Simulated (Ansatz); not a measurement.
`N[SiH2]C[SeH]` + `CC(F)OC=N` → `CC(F)[SiH2]N` + `N=COC[SeH]`  (formal exchange of groups at the Si–C bond)

Program: Ansatz. Geometries: PBE0-D4/def2-TZVP. ΔE: electronic, gas phase. CBS: MP2 limit from def2 TZ/QZ plus the TZ coupled-cluster correction, frozen cores. DFT in def2-TZVPP. For Se outer-core shells are correlated without core-valence functions, which leaves a few kJ/mol of doubt a bond. Scalar relativity is left out up to krypton. Each species was taken in one conformer, which may not be the lowest.

`N[SiH2]C[SeH]`:

```xyz
11

N     1.395   -0.656    0.794
Si    0.616   -0.091   -0.624
C    -0.781    1.043   -0.111
Se   -2.056    0.057    1.005
H     0.847   -1.127    1.497
H     2.331   -1.023    0.745
H    -0.001   -1.139   -1.496
H     1.645    0.623   -1.430
H    -0.404    1.838    0.536
H    -1.313    1.499   -0.946
H    -2.278   -1.023    0.031
```

`CC(F)OC=N`:

```xyz
12

C    -1.693   -0.019   -0.830
C    -0.357   -0.435   -0.293
F    -0.455   -1.683    0.269
O     0.013    0.468    0.717
C     1.322    0.560    1.018
N     2.222   -0.081    0.423
H    -2.029   -0.743   -1.572
H    -2.420    0.030   -0.019
H    -1.617    0.962   -1.302
H     0.431   -0.485   -1.046
H     1.448    1.274    1.835
H     3.135    0.151    0.799
```

`CC(F)[SiH2]N`:

Z-matrix (Å, degrees):
```
C
C 1 1.509
H 1 1.093 2 110.9
H 1 1.093 2 111.2 3 -120.5
H 1 1.093 2 109.8 3 119.4
F 2 1.405 1 109.0 3 57.7
Si 2 1.899 1 114.3 3 177.7
H 2 1.097 1 109.7 3 -58.6
N 7 1.719 2 110.5 1 58.9
H 7 1.485 2 109.5 1 176.7
H 7 1.491 2 106.2 1 -64.4
H 9 1.006 7 121.9 2 -81.5
H 9 1.005 7 120.1 2 129.3
```

`N=COC[SeH]`:

Z-matrix (Å, degrees):
```
C
Se 1 1.935
O 1 1.410 2 110.4
H 1 1.092 2 109.3 3 -122.3
H 1 1.094 2 105.6 3 120.2
H 2 1.468 1 94.6 3 74.7
C 3 1.351 1 116.6 2 177.9
N 7 1.257 3 130.3 1 -0.5
H 7 1.088 3 108.9 1 179.6
H 8 1.017 7 113.7 3 0.0
```

```
         level  ΔE (kcal/mol)
       PBE0-D4           20.3
MP2/def2-TZVPP           21.4
```

Problem. What does CCSD(T)/CBS give? (Estimate.)

Solution. Computed: +20.5 kcal/mol. The listed levels differ from it by -0.2, 0.9 kcal/mol.

Largest T1 diagnostic among the species: 0.013.

From PBE to PBE0 (25 % exact exchange), in def2-TZVPP and without D4, ΔE moves by +1.8 kcal/mol.
